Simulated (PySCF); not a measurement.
**Excitation energy of F⁺ by level of theory**

F⁺ [He] 2s2 2p4 (3P) → F⁺ [He] 2s1 2p4 3s1 (5P), as a difference of total energies. All numbers are calculated (PySCF 2.14, scalar relativity by spin-free X2C-1e, in x2c-TZVPPall with one added diffuse shell each of s, p, d type (6s4p3d1f, 40 functions)). Correlated levels: valence: 1s2 frozen; valence and next inner shell: nothing frozen. The calculations carry no spin-orbit coupling.

| method | excitation energy (eV) |
| --- | --- |
| UHF | 39.669 |
| LDA | 40.117 |
| PBE | 39.998 |
| PBE0 | 40.290 |
| r2SCAN | 40.018 |
| M06-L | 41.008 |
| BHandHLYP | 40.869 |
| B97-3 | 41.100 |
| TPSSh | 40.574 |
| MP2 (valence) | 40.569 |
| SCS-MP2 (valence) | 40.726 |
| MP2 (valence and next inner shell) | 40.560 |
| SCS-MP2 (valence and next inner shell) | 40.718 |

How much does correlation contribute at MP2 (valence and next inner shell)?

40.560 − (39.669) = 0.891 eV, measured against UHF.

The upper state lies above the first ionisation limit, where it may autoionise and the basis confines it. A Rydberg-like electron needs more diffuse functions than a valence basis has.

The promoted electron is Rydberg-like, and one or two diffuse shells describe it only roughly, which tends to raise the upper state.
